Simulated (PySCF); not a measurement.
**Bonding in `FC1=CCC(C(F)=C(F)F)=CO1`**

C7H4F4O.
Atom-mapped SMILES: `[F:1][C:2]1=[CH:3][CH2:4][C:5]([C:6]([F:7])=[C:8]([F:9])[F:10])=[CH:11][O:12]1` (hydrogens: H13 on C3; H14, H15 on C4; H16 on C11)

Geometry (GFN2-xTB, Å), atoms numbered from 1 in this order:
```
atom  x, y, z in Å
F1     3.6357    1.0565    0.0639
C2     2.3500    0.6975    0.0506
C3     1.8981   -0.3496   -0.6151
C4     0.4405   -0.7159   -0.6004
C5    -0.3208    0.2714    0.2548
C6    -1.7507    0.1138    0.4151
F7    -2.3654    1.0339    1.1909
C8    -2.5431   -0.8293   -0.1083
F9    -3.8508   -0.9018    0.0889
F10   -2.1386   -1.8204   -0.8937
C11    0.2952    1.2927    0.8694
O12    1.6190    1.5562    0.8057
H13    2.5780   -0.9601   -1.1827
H14    0.0479   -0.7175   -1.6234
H15    0.3173   -1.7330   -0.2121
H16   -0.2201    2.0147    1.4851
```

Bond orders from the PBE0/pcSseg-1 density (PySCF). One conformer (not necessarily the lowest) at the GFN2-xTB geometry, without solvent, vibrations or thermal averaging.

(1) How far do the computed orders between heavy atoms stray from the drawn ones?

(2) Set the Mayer orders of the bonds beside their lengths.

Answers

(1) The largest departure is 0.305, at C6–C8 (drawn double, 1.695). Drawn double or triple, more than 0.30 short of the drawn order: C6–C8 (1.695).

(2) 
| bond | drawn as | length (Å) | Mayer order |
| --- | --- | --- | --- |
| F1–C2 | single | 1.335 | 0.987 |
| C2–C3 | double | 1.321 | 1.828 |
| C3–C4 | single | 1.503 | 1.002 |
| C4–C5 | single | 1.512 | 0.992 |
| C5–C6 | single | 1.447 | 1.048 |
| C6–F7 | single | 1.351 | 0.946 |
| C6–C8 | double | 1.338 | 1.695 |
| C8–F9 | single | 1.324 | 0.995 |
| C8–F10 | single | 1.328 | 0.999 |
| C5–C11 | double | 1.342 | 1.763 |
| C11–O12 | single | 1.351 | 0.983 |
| O12–C2 | single | 1.357 | 1.010 |
| C3–H13 | single | 1.076 | 0.938 |
| C4–H14 | single | 1.096 | 0.928 |
| C4–H15 | single | 1.096 | 0.928 |
| C11–H16 | single | 1.080 | 0.965 |

By pair of heavy elements: C–F: lowest C6–F7 (0.946, 1.351 Å), highest C8–F10 (0.999, 1.328 Å). C–C: lowest C4–C5 (0.992, 1.512 Å), highest C2–C3 (1.828, 1.321 Å); in 1 of the 15 pairs the longer bond (by over 0.003 Å) has the higher order (by 0.02 or more). C–O: lowest C11–O12 (0.983, 1.351 Å), highest O12–C2 (1.010, 1.357 Å); in 1 of the 1 pairs the longer bond (by over 0.003 Å) has the higher order (by 0.02 or more).

Task: Sum the orders of all bonds at each heavy atom with more than one neighbour and set the sums beside the valence in the SMILES.

Result: C2 3.825 (drawn 4), C3 3.768 (drawn 4), C4 3.850 (drawn 4), C5 3.803 (drawn 4), C6 3.689 (drawn 4), C8 3.689 (drawn 4), C11 3.711 (drawn 4), O12 1.993 (drawn 2). Orders between atoms that aren't bonded are not in these sums.

Mayer orders depend on the basis set.
